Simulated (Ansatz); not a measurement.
Species: BI3, charge 0, singlet. BI3 (triiodoborane, SMILES IB(I)I).
B3LYP-D3(BJ)/def2-TZVP minimum from Ansatz (a quantum-chemistry and plane-wave program):
```
B
I 1 2.1251
I 1 2.1251 2 120.00
I 1 2.1251 2 120.00 3 -180.00
```
Charge 0, spin multiplicity 1.

Total energies in hartree (Ansatz). UHF or UKS for unpaired electrons; spin-orbit terms are left out. Cores are frozen in correlated methods (noble-gas shells, and filled d and f shells in the p block). Past Kr the def2 sets carry scalar-relativistic core potentials. Where a partner has so few electrons that a lower coupled-cluster level is exact, that level stands in. Spin-orbit terms, left out, reach several kcal/mol for Br and I, and more for heavier atoms.

```csv
species,HF/def2-TZVPP,CCSD(T)/def2-TZVPP,HF/def2-QZVPP,CCSD(T)/def2-QZVPP,CCSD(T)/def2-SVP,CCSDT(Q)/def2-SVP
1: BI3 (SMILES IB(I)I),-914.74472,-915.32278,-914.74890,-915.39285,-915.10931,-915.11110
2: B (doublet),-24.53233,-24.59791,-24.53309,-24.60074,-24.55830,-24.55864
3: I (doublet),-296.65857,-296.79430,-296.65973,-296.81374,-296.74085,-296.74112
```

Work out the atomisation energy (electronic, to ground-state atoms) in kcal/mol: take Hartree-Fock from def2-QZVPP, extrapolate the CCSD(T) correlation energy as X^-3 (X = 3, 4), and add CCSDT(Q) - CCSD(T) in def2-SVP. 1 hartree = 627.51 kcal/mol.


Species 1: correlation (64·(-0.64395) - 27·(-0.57806))/37 = -0.69203; step -0.00179; E1 = -914.74890 + (-0.69203) + (-0.00179) = -915.44272
Species 2: correlation (64·(-0.06765) - 27·(-0.06558))/37 = -0.06916; step -0.00034; E2 = -24.53309 + (-0.06916) + (-0.00034) = -24.60259
Species 3: correlation (64·(-0.15401) - 27·(-0.13573))/37 = -0.16735; step -0.00027; E3 = -296.65973 + (-0.16735) + (-0.00027) = -296.82735
-1·E1 +1·E2 +3·E3 = 0.35808 hartree = 224.7 kcal/mol.
